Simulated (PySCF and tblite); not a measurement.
Values are calculated unless marked as measured or tabulated.
2 diastereomers of C7H14BCl, numbered alike:

```
isomer                                                              SMILES  descriptors (one enantiomer)
     A   [CH3:1][B:2]1[CH2:3][CH2:4][C@H:5]([Cl:6])[CH2:7][C@@H:8]1[CH3:9]                        5S, 8S
     B  [CH3:1][B:2]1[CH2:3][CH2:4][C@@H:5]([Cl:6])[CH2:7][C@@H:8]1[CH3:9]                        5R, 8S
```

Protocol: conformer search, at most 6 conformers an isomer, GFN2-xTB geometries, energies B3LYP/def2-SVP (D3(BJ) added where defined), weights at 298.15 K with GFN2-xTB thermal terms. Programs: PySCF with density fitting and tblite.

Q: Rank the isomers by free energy at 298.15 K.

A: 
```tsv
isomer	ΔG (kcal/mol)	ΔE, lowest conformer	conformers	largest weight %	rms dipole (D)
B	0.0	0.0	3	95	1.68
A	1.0	1.4	2	63	2.16
```

ΔG is for one enantiomer.

Q: If they could interconvert freely, what would the mixture hold (chiral isomers as racemates)?

A: B 85 %, A 15 %. A racemate gains RT ln 2.
